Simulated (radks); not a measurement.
Coulomb parameter of the 3d shell of the cobalt ion Co+ in the model configuration [Ar] 3d6 4p2, as a second difference U = [E(n + 1) + E(n - 1) - 2 E(n)] / (1)^2 with all orbitals relaxed. "Bare": the charge of the atom changes with n. "Screened": the 4p shell takes up the change at fixed total charge, which measures U(3d,3d) + U(4p,4p) - 2 U(3d,4p). Calculated with a radial shooting solver on a logarithmic mesh with Libxc functionals: Dirac Kohn-Sham, BLYP, spin-unpolarised, spherical densities, finite nucleus; open shells are shared between the two j in proportion to 2j + 1; Fermi nuclear charge, rms radius 3.7875 fm.

| case | configuration | E - E(n) (eV) |
|---|---|---|
| start | [Ar] 3d6 4p2 | 0.000 |
| bare +1 | [Ar] 3d7 4p2 | -18.144 |
| bare -1 | [Ar] 3d5 4p2 | 34.056 |
| screened +1 | [Ar] 3d7 4p1 | -12.770 |
| screened -1 | [Ar] 3d5 4p3 | 18.690 |

U(bare) = 15.912 eV, U(screened by 4p) = 5.919 eV.
